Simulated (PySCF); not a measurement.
Deuteron quadrupole couplings in `C#C/C(C)=C/B(O)O`

C5H7BO2.
Cartesian coordinates in Å at the PBE0-D3(BJ)/def2-SVP level; atoms count from 1:
```xyz
15
C5H7BO2 angstrom
C     -3.2232    0.7119    0.2672
C     -2.0805    0.3512    0.0698
C     -0.7460   -0.1137   -0.1690
C     -0.6305   -1.5735   -0.5030
C      0.2912    0.7563   -0.0873
B      1.8144    0.4843   -0.3063
O      2.3150   -0.7706   -0.4854
O      2.7139    1.5158   -0.3199
H     -4.2321    1.0343    0.4464
H     -1.2011   -1.7920   -1.4199
H      0.4136   -1.8730   -0.6419
H     -1.0825   -2.1784    0.2988
H      0.0055    1.7872    0.1606
H      3.2703   -0.7412   -0.6124
H      2.3035    2.3769   -0.2029
```

Level: PBE0/pcSseg-1 (PySCF, non-relativistic); Q(2H) = 0.00286 b; rigid geometry, the same for H and D, with no vibrational averaging.

Task: Rank these positions by the coupling χzz of a deuteron there, largest first.
A. H13 (vinylic hydrogen)
B. H15 (hydroxyl hydrogen)
C. H9 (alkyne hydrogen)
D. H12 (methyl hydrogen)
E. H14 (hydroxyl hydrogen)

Result: B (320 kHz), E (312 kHz), C (231 kHz), A (199 kHz), D (195 kHz).

Task: Tabulate Vzz, the asymmetry η and χzz = 234.96 MHz × Q × Vzz for every hydrogen position.

Result: 
```csv
atom,bonded to,bond length (Å),Vzz (au),η,χzz (kHz)
H9,C1,1.074,0.3434,0.01,231
H10,C4,1.102,0.2890,0.04,194
H11,C4,1.095,0.2852,0.04,192
H12,C4,1.101,0.2896,0.04,195
H13,C5,1.098,0.2962,0.09,199
H14,O7,0.964,0.4646,0.06,312
H15,O8,0.961,0.4759,0.06,320
```

Task: Average by the element that carries the hydrogen.

Result: on C: 202 kHz over 5 positions, mean bond length 1.094 Å; on O: 316 kHz over 2 positions, mean bond length 0.963 Å.

Task: How does χzz go with the bond length over the 5 C–H bonds?

Result: A straight-line fit has a slope of -13.4 kHz for each 0.01 Å, with a correlation coefficient of -0.95, over lengths from 1.074 to 1.102 Å. The longer bonds have the smaller couplings here.

The structure is a single PBE0-D3(BJ)/def2-SVP conformer in the gas phase; no vibrational or solvent corrections. The small basis limits the accuracy of the gradients.
